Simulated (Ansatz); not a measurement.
Isomers of CH5GaOSi, relaxed with PBE0-D4/def2-TZVP in Ansatz; electronic energies, one conformer each and not always the lowest. Functionals use def2-TZVPP; CBS adds triple-zeta CCSD(T) − MP2 to the MP2 limit of def2-TZVPP and def2-QZVPP.

Outer-core shells of Ga are correlated without core-valence functions. Scalar relativity is left out up to krypton. Spin–orbit coupling is left out.

(1) Order them by energy at frozen-core CCSD(T)/CBS, lowest first. (Best estimate.)
A. `[CH2]1O[SiH2][GaH]1`
B. `O=[CH][GaH][SiH3]`
C. `O=[C]([SiH3])[GaH2]`

(2) How do B3LYP, MP2/CBS(def2), r2SCAN-D4, B3LYP-D4 place them (kJ/mol, against `[CH2]1O[SiH2][GaH]1`)? (Estimate.)

## Answers

(1) A (0.0 kJ/mol), B (87.3 kJ/mol), C (122.8 kJ/mol).

(2) The calculation gave: 
```csv
isomer,B3LYP,MP2/CBS(def2),r2SCAN-D4,B3LYP-D4
`O=[CH][GaH][SiH3]`,71.2,101.1,83.4,75.2
`O=[C]([SiH3])[GaH2]`,107.1,134.3,117.9,108.7
```

B3LYP here is the variant with VWN-RPA as its local correlation; programs differ in this.
